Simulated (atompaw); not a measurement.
**An all-electron radial function and its pseudo partner (As (Z = 33))**

Columns: radius, all-electron u(r) and pseudo u(r) of the 4p shell (level -5.34 eV) of arsenic in the configuration [Ar] 3d10 4s2 4p3; LDA (PW92), scalar-relativistic, PAW (atompaw) scheme, atompaw 4.2.0.5.

```csv
r (bohr),all-electron,pseudo
0.075,0.1537,0.0035
0.150,0.1336,0.0138
0.225,-0.0194,0.0306
0.300,-0.1688,0.0536
0.375,-0.2591,0.0820
0.450,-0.2850,0.1151
0.525,-0.2600,0.1520
0.600,-0.2009,0.1919
0.675,-0.1221,0.2337
0.750,-0.0339,0.2766
0.825,0.0565,0.3196
0.900,0.1444,0.3618
0.975,0.2269,0.4026
1.050,0.3024,0.4414
1.125,0.3701,0.4775
1.200,0.4297,0.5107
1.275,0.4814,0.5408
1.350,0.5255,0.5675
1.425,0.5625,0.5909
1.500,0.5929,0.6110
1.575,0.6172,0.6279
1.650,0.6362,0.6417
1.725,0.6502,0.6526
1.800,0.6599,0.6606
1.875,0.6656,0.6657
1.950,0.6680,0.6680
```

(1) How many radial nodes do the two functions have?

(2) Is the pseudo-wave norm-conserving?

## Answers

(1) The all-electron 4p function has n − l − 1 = 2; the pseudo-wave has 0, since the states of the same l below it are removed with the core.

(2) No, it belongs to a PAW set: the norm inside the radius is not constrained, and the difference is carried by the augmentation charge.
